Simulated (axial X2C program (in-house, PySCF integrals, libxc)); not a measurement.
Low determinants of RuAs at the PBE0 level, without spin–orbit coupling

Computed with an in-house all-electron X2C program for linear molecules (integrals from PySCF). Spin-free means the one-electron spin-free X2C Hamiltonian. Basis: Ru dyall-cv3z [12s12p8d5f3g], As dyall-cv3z [9s9p6d4f1g] (cores contracted in-house); Gaussian nuclei, density fitting, unrestricted open shells. Masses: Ru 101.904 u, As 74.922 u.

Search at 2.184 Å (vertical energies from the lowest determinant):

| ΔE (eV) | state | electrons beyond evenly filled partner blocks | electrons in σ, π, δ, φ |
| --- | --- | --- | --- |
| 0.00 | M_S = 5/2, Λ = 0 | σα, π+α, π-α, δ+α, δ-α | 33 34 10 0 |
| 0.05 | M_S = 3/2, Λ = 3 | σα, π+α, δ+α, δ+β, δ-α | 33 33 11 0 |
| 0.05 | M_S = 3/2, Λ = 1 | σα, π-α, δ+α, δ+β, δ-α | 33 33 11 0 |
| 0.44 | M_S = 3/2, Λ = 1 | π+α, δ+α, δ-α | 34 33 10 0 |
| 0.89 | M_S = 3/2, Λ = 0 | σα, π+β, π-α, δ+α, δ-α | 33 34 10 0 |
| 0.89 | M_S = 3/2, Λ = 2 | σα, π+α, π+β, δ+α, δ-α | 33 34 10 0 |
| 0.97 | M_S = 3/2, Λ = 2 | π+α, π-α, δ+α, δ+β, δ-α | 32 34 11 0 |

Lowest determinant, M_S = 5/2, Λ = 0 (beyond evenly filled blocks: σα, π+α, π-α, δ+α, δ-α): Re = 2.267 Å, ωe = 292.4 cm⁻¹.

The determinant in row 2 of the search, M_S = 3/2, Λ = 3 (beyond evenly filled blocks: σα, π+α, δ+α, δ+β, δ-α), was followed along the bond at PBE0; measured from the minimum of the lowest determinant it gives:

Te = 0.107 eV (863 cm⁻¹), Re = 2.170 Å, ωe = 355.2 cm⁻¹.

**Question.** Compare the bond of the determinant in row 2 with that of the lowest one.

**Answer.** At PBE0 its Re is 0.097 Å shorter and its force constant, which goes as ωe², is 1.48 times that of the lowest determinant. This determinant mixes spin states, so it has no term energy of its own.

The search compares states at one distance, so a state with another bond length can lie lower; it is not exhaustive and yields mostly the lowest determinant of each block pattern, so other components and higher states of one pattern are missing. These are energies of single determinants, not of spin-adapted states; PBE0 term energies can be off by some tenths of an eV, and the functional has no current term. The lowest determinant need not be the ground state where others lie within half an eV. Row 2 is spin-contaminated (⟨S²⟩ = 3.86 against 3.75), so its values are not those of a pure state.
